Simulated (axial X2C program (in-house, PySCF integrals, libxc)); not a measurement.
**BiS: cheaper levels and CCSD(T), two-component**

Calculated with an in-house all-electron X2C program for linear molecules (integrals from PySCF). Two-component (2c) means X2C with spin–orbit coupling and atomic mean-field two-electron Coulomb and Gaunt terms. Basis: Bi dyall-cv3z [12s14p10d6f1g], S dyall-av3z [9s8p3d2f] (cores contracted in-house); Gaussian nuclei, density fitting, unrestricted open shells. Masses: Bi 208.980 u, S 31.972 u.

State: Ω = 1/2 (⟨Sz⟩ = -0.44, ⟨Lz⟩ = 0.94 at HF); fragments Bi + S.

| level | Re (Å) | ωe (cm⁻¹) | De (eV) |
| --- | --- | --- | --- |
| PBE0 | 2.314 | 424.0 | 3.11 |
| HF | 2.389 | 290.7 | 0.759 |
| CCSD | 2.315 | 415.7 | 2.61 |
| PBE | 2.345 | 402.6 | 3.54 |
| BP86 | 2.349 | 398.6 | 3.51 |
| BHandHLYP | 2.323 | 396.3 | 2.58 |

Correlated methods: 21 electrons correlated (number of frozen shells: Bi 5 s, 4 p, 2 d, 1 f; S 2 s, 1 p), 247 virtual spin orbitals or spinors in MP2, 140 natural virtuals in coupled cluster.

CCSD(T), same Hamiltonian and basis:

Re = 2.315 Å, ωe = 429.4 cm⁻¹, De = 2.87 eV; T1 = 0.034 (Lee–Taylor normalisation).

(1) Give the differences from CCSD(T) in the columns below.

One determinant describes the state; a PBE0 search over occupations chose it and may have missed a lower one. Dissociation energies refer to the lowest single-determinant-based atoms at the same level and basis. Density functionals use the spin component along the axis (collinear). CCSD and (T) use frozen natural virtuals with an MP2 correction for the truncation; (T) itself is uncorrected, so its De runs slightly low. In 2c an atomic determinant is not the ground J level, so De misses part of the atomic spin–orbit lowering. This holds for PBE0, PBE, BP86, BHandHLYP. The functionals have no current-density term, which raises determinants with orbital currents, atoms included. The determinant is spin-polarised beyond a pure state at some levels (its spin-free form has ⟨S²⟩ too high), which makes Re and μ there less reliable. The stretched end of a curve changes character and is left out.

## Answers

(1) 

```json
{"level": "PBE0", "ΔRe (Å)": "-0.001", "Δωe (cm⁻¹)": "-5", "ΔDe (eV)": "0.24"}
{"level": "HF", "ΔRe (Å)": "0.074", "Δωe (cm⁻¹)": "-139", "ΔDe (eV)": "-2.11"}
{"level": "CCSD", "ΔRe (Å)": "0.000", "Δωe (cm⁻¹)": "-14", "ΔDe (eV)": "-0.26"}
{"level": "PBE", "ΔRe (Å)": "0.030", "Δωe (cm⁻¹)": "-27", "ΔDe (eV)": "0.67"}
{"level": "BP86", "ΔRe (Å)": "0.034", "Δωe (cm⁻¹)": "-31", "ΔDe (eV)": "0.64"}
{"level": "BHandHLYP", "ΔRe (Å)": "0.008", "Δωe (cm⁻¹)": "-33", "ΔDe (eV)": "-0.29"}
```
